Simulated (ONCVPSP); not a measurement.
## Reading a pseudo-wave (Hg (Z = 80))

Columns: radius, all-electron u(r) and pseudo u(r) of the 5p shell (level -66.53 eV) of mercury in the configuration [Kr] 4d10 4f14 5s2 5p6 5d10 6s2; PBEsol, scalar-relativistic, ONCV scheme, ONCVPSP 4.0.1.

```tsv
r (bohr)	all-electron	pseudo
0.093	0.2392	0.0264
0.185	0.1774	0.1025
0.278	-0.4962	0.2233
0.370	-0.5903	0.3755
0.463	-0.2227	0.5474
0.555	0.2637	0.7178
0.648	0.6837	0.8721
0.740	0.9640	0.9911
0.833	1.1139	1.0669
0.925	1.1574	1.0936
1.018	1.1277	1.0746
1.110	1.0534	1.0185
1.203	0.9542	0.9352
1.295	0.8467	0.8381
1.388	0.7384	0.7352
1.480	0.6370	0.6361
1.573	0.5435	0.5433
1.665	0.4611	0.4610
1.758	0.3882	0.3881
1.850	0.3259	0.3258
1.943	0.2720	0.2719
2.035	0.2267	0.2267
2.128	0.1882	0.1881
2.220	0.1561	0.1561
2.313	0.1290	0.1290
2.405	0.1067	0.1067
```

How many radial nodes do the two functions have?

The all-electron 5p function has n − l − 1 = 3 (the table is too coarse to show those close to the nucleus); the pseudo-wave has 0, since the states of the same l below it are removed with the core.

At about which radius was the pseudo-wave matched?

1.70 bohr. The columns agree to 0.0005 from 1.57 bohr on; several derivatives are matched, so the curves merge somewhat inside the radius.

Is the pseudo-wave norm-conserving?

Yes: the ONCV scheme keeps the norm inside the radius equal to the all-electron one, which fixes the energy derivative of the logarithmic derivative at the level.
